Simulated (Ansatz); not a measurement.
C3H5FSn can be A, `C#[C][SnH]([CH3])[F]`, or B, `C[C]1=[C](F)[SnH2]1`.

Gas-phase electronic energies from Ansatz, PBE0-D4/def2-TZVP geometries. CCSD(T)/CBS adds triple-zeta CCSD(T) − MP2 to the extrapolated MP2 energy (def2 sets, frozen cores). Functionals use def2-TZVPP. B3LYP here is the variant with VWN-RPA as its local correlation; programs differ in this. Elements past krypton have def2 core potentials. For Sn outer-core shells are correlated without core-valence functions, which leaves a few kJ/mol of doubt a bond.

(1) Which is lower in electronic energy at CCSD(T)/CBS, and by how much? (An estimate is asked.)

(2) Give E(B) − E(A) in kJ/mol with HF/def2-TZVPP, PBE-D4, B3LYP-D4, B3LYP, CCSD/def2-TZVPP, B2PLYP, MP2/def2-TZVPP. (An estimate is asked.)

Largest T1 diagnostic: 0.015.

## Answers

(1) Ansatz gave: A, by 222.6 kJ/mol.

(2) The calculation gave: HF/def2-TZVPP 254.6, PBE-D4 164.7, B3LYP-D4 204.0, B3LYP 206.1, CCSD/def2-TZVPP 222.1, B2PLYP 216.4, MP2/def2-TZVPP 222.6. None reverses the order clearly.

From PBE to PBE0 (25 % exact exchange), in def2-TZVPP and without D4, E(B) − E(A) moves by +10.1 kJ/mol. In def2-TZVPP, CCSD(T) changes the Hartree–Fock value by −40.8 kJ/mol (the triples alone add −8.3 kJ/mol) and MP2 by −32.0 kJ/mol.
